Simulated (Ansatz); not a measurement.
`F[Si](F)(Br)Br` → `FBr` + `F[Si]Br` at 298.15 K and 1 bar (silylene formation by 1,1-elimination).

Isolated molecules relaxed with PBE0-D4/def2-TZVP in Ansatz; ΔE leaves out vibrations. CBS: MP2 limit from def2 TZ/QZ plus the TZ coupled-cluster correction, frozen cores. For Br outer-core shells are correlated without core-valence functions, which leaves a few kJ/mol of doubt a bond. Scalar relativity is left out up to krypton.

```tsv
species	CCSD(T)/CBS energy (Eh)	H − E (kJ/mol)	S (J/(mol·K))
`F[Si](F)(Br)Br`	-5635.53679	42.0	346.9
`FBr`	-2673.03720	13.2	228.6
`F[Si]Br`	-2962.26094	21.2	287.3
```

H − E and S are ideal-gas, rigid-rotor, harmonic terms from PBE0-D4/def2-TZVP. 1 Eh = 2625.50 kJ/mol, R = 8.31446 J/(mol·K).

Question: By hand: ΔE, ΔH, ΔS and ΔG.

Answer: ΔE = (-2673.03720) + (-2962.26094) − (-5635.53679) = 0.23865 Eh = 626.6 kJ/mol. Δ(H − E) = 13.2 + 21.2 − 42.0 = -7.6, so ΔH = 619.0 kJ/mol. ΔS = 228.6 + 287.3 − 346.9 = 169.0 J/(mol·K). ΔG = 619.0 − 298.15 × (169.0)/1000 = 568.6 kJ/mol.

Question: By hand: the equilibrium constant, and the temperature at which ΔG would vanish if ΔH and ΔS stayed fixed.

Answer: log₁₀ K = −ΔG/(RT ln 10) = -99.6. ΔG = 0 at ΔH/ΔS = 3663 K, far beyond where these terms or the molecules hold.

The number of gas molecules changes by +1, which sets the sign of ΔS. A doubt of 5 kJ/mol in ΔE shifts log₁₀ K by 0.9 here. These are equilibria of isolated gas molecules and say nothing of rates. Largest T1 diagnostic: 0.012 (customary marks: 0.02 for closed shells, 0.045 for open ones).
